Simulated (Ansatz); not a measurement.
A run for Ansatz (a program for electronic structure): R-r2SCAN/def2-TZVPP on GeH4S (SMILES [SH][GeH3]), a point of a torsion scan.

Ansatz 0.2 input:
```yaml
crystal:
  periodic: [false, false, false]
  atoms:
    - {symbol: S, position_ang: [1.49540031, -0.83093699, -0.12874031]}
    - {symbol: Ge, position_ang: [-0.54353982, -0.02116861, 0.01264476]}
    - {symbol: H, position_ang: [2.08427905, 0.34714690, 0.02147018]}
    - {symbol: H, position_ang: [-0.51670654, 1.44884177, -0.27862173]}
    - {symbol: H, position_ang: [-1.10877007, -0.22702394, 1.38826300]}
    - {symbol: H, position_ang: [-1.41157511, -0.72423285, -0.98167656]}
basis:
  gaussian:
    orbitals: def2-TZVPP
hamiltonian:
  xc: {name: r2SCAN}
scf: {lower_state_search: off}
```

It printed:

```
WARN ansatz: RAYON_NUM_THREADS=1 ignored (pool sized by the plan → 1); use --threads N
Functional definition: r2SCAN
these checks for a lower state are left out or cut short: stability, starts, cluster_reference, orbital_swaps, neighbouring_geometries, increment
integrals: 0.06 GiB planned
878 factors; their error is unknown
mean field: 0.45 GiB planned
mean field evaluation 1: about -67417.6547 eV, gradient 2.3e1 eV
mean field evaluation 2: about -67417.8377 eV, gradient 2.5e1 eV
mean field evaluation 4: about -67418.5190 eV, gradient 1.3e0 eV
mean field evaluation 8: about -67418.5071 eV, gradient 8.1e-2 eV
mean field evaluation 16: about -67418.5071 eV, gradient 8.2e-6 eV
mean field -67418.50714584 eV, -2477.5844397042 hartree, gradient 1.7e-6 eV, S^2 0.000000; 0 other end points of the search recorded, 0 dependent functions left out
reference -67418.50715554 eV, -2477.5844400608 hartree; 26, 26 occupied and 120, 120 virtual orbitals, 878 factors
Total energy: -67418.50715554 eV, -2477.5844400608 hartree
Checks for a lower state left out: stability, starts, cluster_reference, orbital_swaps, neighbouring_geometries, increment
```

Self-consistency was reached.

Cost: very roughly 1.8 core-seconds.
